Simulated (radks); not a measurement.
The numbers below are computed, except where a source is named.
All-electron atom: Eu+ in [Xe] 4f7.5 6s0.5 (fractional occupations, a model configuration).

Code: a radial shooting solver on a logarithmic mesh with Libxc functionals. Model: scalar-relativistic Kohn-Sham, r2SCAN, spin-unpolarised, spherical densities, finite nucleus; meta-GGA in the generalised Kohn-Sham scheme; Fermi nuclear charge, rms radius 5.1115 fm.

Energy parts (eV):
part                      energy
total                 -295085.17
kinetic                316109.02
electron-nucleus      -719042.27
Hartree                114446.41
exchange-correlation    -6598.33

Orbitals (lengths in bohr, moments of r in powers of bohr; r(max) is where P^2 peaks; r(90%) holds 90 % of the orbital's charge):
orbital	occ.	eigenvalue (eV)	<r>	r(max)	r(90%)
1s	2	-48440.05	0.02232	0.01420	0.0404
2s	2	-7977.959	0.09509	0.08051	0.147
2p	6	-7105.141	0.08390	0.06513	0.137
3s	2	-1765.268	0.2491	0.2286	0.365
3p	6	-1492.179	0.2477	0.2242	0.371
3d	10	-1127.140	0.2259	0.1840	0.352
4s	2	-356.2298	0.5666	0.5276	0.813
4p	6	-265.9934	0.5998	0.5505	0.872
4d	10	-139.8088	0.6555	0.5736	0.985
4f	7.5	-5.3956	1.028	0.5953	1.85
5s	2	-49.7056	1.397	1.242	2.02
5p	6	-28.6575	1.644	1.415	2.42
6s	0.5	-7.4277	4.099	3.578	5.97

The highest occupied level is 4f at -5.396 eV. The density falls to 0.001 e/bohr^3 at r = 4.16 bohr.
